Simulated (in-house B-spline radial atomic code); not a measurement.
## Pt⁴⁺: [Kr] 4d10 4f14 5s2 (5p1/2)1 (5p3/2)4 5d7 (with a hole in an inner shell)

Method: Dirac-Hartree-Fock, average of the jj configuration, Fermi nucleus of rms radius 5.427 fm. Calculated with an all-electron radial atomic-structure program (B-spline basis).

Z_r = [3n² - l(l+1)]/(2<r>); Z_e = n√(-2ε); the last column is Slater's effective charge. Values are occupation-weighted means over j. An effective charge above Z reflects the relativistic contraction of the inner shells.

```csv
shell,electrons,ε (eV),<r> (bohr),Z_r,Z_e,Slater
1s,2,-78966,0.01715,87.46,76.18,77.70
2s,2,-14062,0.07166,83.73,64.30,73.85
2p,6,-12297,0.06473,77.24,60.13,73.85
3s,2,-3412.4,0.1862,72.50,47.51,66.75
3p,6,-2882.5,0.1869,66.87,43.67,66.75
3d,10,-2257,0.1705,61.57,38.64,56.85
4s,2,-812.9,0.415,57.84,30.92,50.25
4p,6,-634.26,0.4398,52.29,27.31,50.25
4d,10,-401.89,0.4675,44.92,21.74,38.85
5s,2,-171.95,0.956,39.23,17.77,20.70
4f,14,-146.93,0.5102,35.28,13.14,27.45
5p,5,-120.59,1.093,33.40,14.89,20.70
5d,7,-60.554,1.411,24.46,10.55,8.90
```

The least bound orbital is 5d5/2 at -60.42 eV, and it is also the most diffuse (<r> = 1.419 bohr).

For the 1s electron the small component carries 8.75 % of the norm, the zero-frequency Breit interaction raises the level by 290 eV, self-energy by 184.7 eV, and vacuum polarisation lowers it by 37.08 eV.
